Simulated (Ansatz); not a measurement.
Input and output for `C[SiH2]OB[SiH3]`.

```yaml
crystal:
  periodic: [false, false, false]
  atoms:
    - {symbol: C, position_ang: [-2.168530, 0.607079, 1.036734]}
    - {symbol: Si, position_ang: [-1.012452, 1.457809, -0.141703]}
    - {symbol: O, position_ang: [0.329823, 0.533963, -0.493773]}
    - {symbol: B, position_ang: [0.759853, -0.680744, -0.110253]}
    - {symbol: Si, position_ang: [2.511870, -1.429186, -0.815483]}
    - {symbol: H, position_ang: [-1.683101, 0.393974, 1.991504]}
    - {symbol: H, position_ang: [-2.540924, -0.333280, 0.624764]}
    - {symbol: H, position_ang: [-3.027627, 1.255783, 1.230718]}
    - {symbol: H, position_ang: [-0.503118, 2.728400, 0.431463]}
    - {symbol: H, position_ang: [-1.677861, 1.733691, -1.439150]}
    - {symbol: H, position_ang: [0.090346, -1.327519, 0.662361]}
    - {symbol: H, position_ang: [3.220831, -0.516447, -1.754168]}
    - {symbol: H, position_ang: [3.426490, -1.731095, 0.324467]}
    - {symbol: H, position_ang: [2.261502, -2.721529, -1.518582]}
basis:
  gaussian: {orbitals: aug-cc-pVDZ, final_grid: {core_spheres: 8, valence_spheres: 7, degree: 23}}
magnetization: {spin_polarized: true, initial_magnetization: 0}
hamiltonian: {xc: {name: LC-wPBE}}
accuracy: high
output: {forces: true}
```

```sh
$ ansatz run in.yaml --threads 4 --pin off --events-out ev --progress --plain --max-ram 10444MiB
```

It prints (some lines left out):

```
Functional definition: LC-wPBE
4068 factors; integrals over basis functions are off by at most 3.9e-9 eV
1224 factors; integrals over basis functions are off by at most 1.9e-9 eV
mean field evaluation 1: about -19650.4821 eV, gradient 3.9e1 eV
mean field evaluation 2: about -19650.9409 eV, gradient 4.1e1 eV
mean field evaluation 4: about -19656.7403 eV, gradient 1.7e0 eV
mean field evaluation 8: about -19656.7523 eV, gradient 5.7e-2 eV
mean field evaluation 16: about -19656.7523 eV, gradient 8.8e-6 eV
mean field -19656.75231421 eV, -722.3723237219 hartree, gradient 6.5e-8 eV, S^2 0.000000; 0 other end points of the search recorded, 0 dependent functions left out
reference -19656.75231421 eV, -722.3723237219 hartree; 28, 28 occupied and 176, 176 virtual orbitals, 4068 factors
Total energy: -19656.75231421 eV, -722.3723237219 hartree
Atom 0 at    -2.168530     0.607079     1.036734 Å, force    -0.014295     0.007407     0.004940 eV/Å
Atom 1 at    -1.012452     1.457809    -0.141703 Å, force    -0.887909     0.569648     0.255357 eV/Å
Atom 2 at     0.329823     0.533963    -0.493773 Å, force     0.914449    -0.351660    -0.388755 eV/Å
Atom 3 at     0.759853    -0.680744    -0.110253 Å, force     0.143033    -0.251649     0.043626 eV/Å
Atom 4 at     2.511870    -1.429186    -0.815483 Å, force    -0.091254     0.042813     0.035348 eV/Å
Atom 5 at    -1.683101     0.393974     1.991504 Å, force     0.069632    -0.024318     0.127055 eV/Å
Atom 6 at    -2.540924    -0.333280     0.624764 Å, force    -0.048360    -0.124523    -0.061135 eV/Å
Atom 7 at    -3.027627     1.255783     1.230718 Å, force    -0.099805     0.076465     0.021998 eV/Å
Atom 8 at    -0.503118     2.728400     0.431463 Å, force     0.054383     0.114467     0.052651 eV/Å
Atom 9 at    -1.677861     1.733691    -1.439150 Å, force    -0.056319     0.020578    -0.123510 eV/Å
Atom 10 at     0.090346    -1.327519     0.662361 Å, force    -0.075969    -0.043314     0.071723 eV/Å
Atom 11 at     3.220831    -0.516447    -1.754168 Å, force     0.048348     0.079504    -0.073362 eV/Å
Atom 12 at     3.426490    -1.731095     0.324467 Å, force     0.069281    -0.017683     0.091475 eV/Å
Atom 13 at     2.261502    -2.721529    -1.518582 Å, force    -0.025214    -0.097735    -0.057412 eV/Å
Dipole moment:    -0.424793     0.130089     0.197710 e Å
```

Hardware: 4 threads of an Arm Neoverse V2 on a shared host. Wall time 12 s, peak host memory 1.6 GiB.
